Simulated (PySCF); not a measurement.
Atomic charges against the basis set

Compound: C3H7ClSi.
Geometry (PBE0-D3(BJ)/def2-SVP, Å), atoms numbered from 1 in this order:
```
atom  x, y, z in Å
Si1   -1.705    0.105   -0.250
C2    -0.183   -0.165    0.853
C3     1.031    0.464    0.266
C4     1.910   -0.124   -0.549
Cl5    1.786   -1.779   -1.039
H6    -2.908   -0.521    0.381
H7    -1.957    1.569   -0.414
H8    -1.477   -0.503   -1.594
H9    -0.044   -1.252    0.969
H10   -0.407    0.257    1.846
H11    1.218    1.521    0.486
H12    2.777    0.391   -0.968
```

PBE0 throughout (PySCF), one geometry, spherical d and f functions. The structure is a single PBE0-D3(BJ)/def2-SVP conformer in the gas phase; no vibrational or solvent corrections. Atoms taken as equivalent share a column and are averaged. The first 7 of 9 kinds of atom are listed.

Mulliken charges (e):

| basis | functions | Si1 | C2 | C3 | C4 | Cl5 | H6/H7/H8 | H9/H10 |
| --- | --- | --- | --- | --- | --- | --- | --- | --- |
| STO-3G | 40 | +0.548 | -0.307 | -0.078 | -0.082 | -0.118 | -0.114 | +0.088 |
| 6-31G | 67 | +0.552 | -0.710 | -0.038 | -0.449 | +0.091 | -0.098 | +0.221 |
| pcSseg-0 | 67 | +0.564 | -1.005 | -0.176 | -0.366 | +0.011 | -0.046 | +0.292 |
| 6-31G* | 92 | +0.377 | -0.615 | -0.092 | -0.321 | -0.009 | -0.061 | +0.216 |
| cc-pVDZ | 113 | +0.239 | -0.160 | -0.049 | -0.087 | -0.077 | -0.042 | +0.074 |
| def2-SVP | 113 | +0.370 | -0.253 | -0.085 | -0.027 | -0.117 | -0.065 | +0.085 |
| aug-cc-pVDZ | 186 | -0.498 | +0.194 | +1.386 | -0.068 | -0.262 | +0.247 | -0.237 |
| 6-311+G(2d,p) | 193 | +0.377 | -0.703 | +0.090 | -0.288 | +0.065 | -0.058 | +0.178 |
| def2-TZVP | 209 | +0.154 | -0.309 | -0.184 | -0.076 | -0.103 | -0.019 | +0.142 |
| cc-pVTZ | 256 | +0.173 | -0.259 | -0.147 | -0.094 | -0.110 | -0.025 | +0.115 |
| IGLO-III | 263 | +0.726 | -0.472 | -0.127 | -0.127 | +0.020 | -0.165 | +0.136 |

IAO charges (e):

```csv
basis,functions,Si1,C2,C3,C4,Cl5,H6/H7/H8,H9/H10
STO-3G,40,+0.650,-0.509,-0.136,-0.194,-0.026,-0.122,+0.143
6-31G,67,+0.456,-0.523,-0.139,-0.199,-0.046,-0.075,+0.168
pcSseg-0,67,+0.448,-0.537,-0.141,-0.197,-0.040,-0.069,+0.170
6-31G*,92,+0.585,-0.533,-0.140,-0.190,-0.040,-0.110,+0.161
cc-pVDZ,113,+0.579,-0.532,-0.145,-0.188,-0.038,-0.109,+0.162
def2-SVP,113,+0.600,-0.531,-0.144,-0.183,-0.032,-0.115,+0.159
aug-cc-pVDZ,186,+0.581,-0.538,-0.149,-0.192,-0.042,-0.108,+0.164
"6-311+G(2d,p)",193,+0.613,-0.549,-0.149,-0.197,-0.036,-0.116,+0.165
def2-TZVP,209,+0.622,-0.551,-0.148,-0.197,-0.034,-0.119,+0.165
cc-pVTZ,256,+0.607,-0.549,-0.148,-0.195,-0.037,-0.115,+0.166
IGLO-III,263,+0.621,-0.552,-0.151,-0.199,-0.031,-0.119,+0.165
```

Hirshfeld charges (e):

| basis | functions | Si1 | C2 | C3 | C4 | Cl5 | H6/H7/H8 | H9/H10 |
| --- | --- | --- | --- | --- | --- | --- | --- | --- |
| STO-3G | 40 | +0.355 | -0.080 | -0.027 | +0.023 | -0.145 | -0.080 | +0.020 |
| 6-31G | 67 | +0.279 | -0.136 | -0.039 | -0.045 | -0.050 | -0.072 | +0.046 |
| pcSseg-0 | 67 | +0.306 | -0.138 | -0.044 | -0.046 | -0.032 | -0.074 | +0.036 |
| 6-31G* | 92 | +0.280 | -0.137 | -0.038 | -0.037 | -0.057 | -0.075 | +0.048 |
| cc-pVDZ | 113 | +0.303 | -0.147 | -0.044 | -0.043 | -0.034 | -0.078 | +0.045 |
| def2-SVP | 113 | +0.310 | -0.151 | -0.049 | -0.045 | -0.021 | -0.079 | +0.044 |
| aug-cc-pVDZ | 186 | +0.310 | -0.167 | -0.057 | -0.052 | -0.018 | -0.076 | +0.047 |
| 6-311+G(2d,p) | 193 | +0.313 | -0.161 | -0.057 | -0.053 | -0.020 | -0.077 | +0.047 |
| def2-TZVP | 209 | +0.306 | -0.161 | -0.053 | -0.050 | -0.024 | -0.076 | +0.047 |
| cc-pVTZ | 256 | +0.304 | -0.159 | -0.050 | -0.048 | -0.028 | -0.076 | +0.047 |
| IGLO-III | 263 | +0.306 | -0.164 | -0.059 | -0.055 | -0.007 | -0.074 | +0.046 |

Some averages cover members that differ in this geometry, most widely: H9/H10, Mulliken in aug-cc-pVDZ -0.264 to -0.209; H6/H7/H8, Mulliken in aug-cc-pVDZ +0.221 to +0.261 e.

Which scheme is steadiest as the basis changes?

Largest range over the bases for any column: Hirshfeld 0.14 e, IAO 0.20 e, Mulliken 1.57 e. Hirshfeld charges move least and Mulliken charges most, counted in e. Without the minimal STO-3G basis the ranges are Hirshfeld 0.05, IAO 0.17, Mulliken 1.57 e.

How much do the charges still move between the two largest bases, cc-pVTZ and IGLO-III?

At most, over all atoms: Mulliken 0.553 e, IAO 0.014 e, Hirshfeld 0.020 e.

What do the same runs give for the total energy, the frontier levels and the dipole moment?

```json
{"basis": "STO-3G", "energy (Eh)": "-858.0350", "HOMO (eV)": "-5.18", "LUMO (eV)": "3.04", "μ (D)": "1.99"}
{"basis": "6-31G", "energy (Eh)": "-867.6572", "HOMO (eV)": "-6.92", "LUMO (eV)": "0.23", "μ (D)": "1.87"}
{"basis": "pcSseg-0", "energy (Eh)": "-866.6324", "HOMO (eV)": "-7.19", "LUMO (eV)": "-0.07", "μ (D)": "1.81"}
{"basis": "6-31G*", "energy (Eh)": "-867.7334", "HOMO (eV)": "-6.84", "LUMO (eV)": "0.20", "μ (D)": "1.67"}
{"basis": "cc-pVDZ", "energy (Eh)": "-867.7839", "HOMO (eV)": "-6.92", "LUMO (eV)": "0.03", "μ (D)": "1.52"}
{"basis": "def2-SVP", "energy (Eh)": "-867.4555", "HOMO (eV)": "-6.93", "LUMO (eV)": "0.01", "μ (D)": "1.40"}
{"basis": "aug-cc-pVDZ", "energy (Eh)": "-867.7931", "HOMO (eV)": "-7.02", "LUMO (eV)": "-0.30", "μ (D)": "1.57"}
{"basis": "6-311+G(2d,p)", "energy (Eh)": "-867.8306", "HOMO (eV)": "-7.03", "LUMO (eV)": "-0.29", "μ (D)": "1.55"}
{"basis": "def2-TZVP", "energy (Eh)": "-867.8417", "HOMO (eV)": "-7.00", "LUMO (eV)": "-0.19", "μ (D)": "1.51"}
{"basis": "cc-pVTZ", "energy (Eh)": "-867.8483", "HOMO (eV)": "-7.00", "LUMO (eV)": "-0.14", "μ (D)": "1.54"}
{"basis": "IGLO-III", "energy (Eh)": "-867.8414", "HOMO (eV)": "-6.97", "LUMO (eV)": "-0.18", "μ (D)": "1.39"}
```

The dipole is fixed by the density alone, so its range of 0.60 D shows that the density itself changes with the basis, not only its division among atoms.
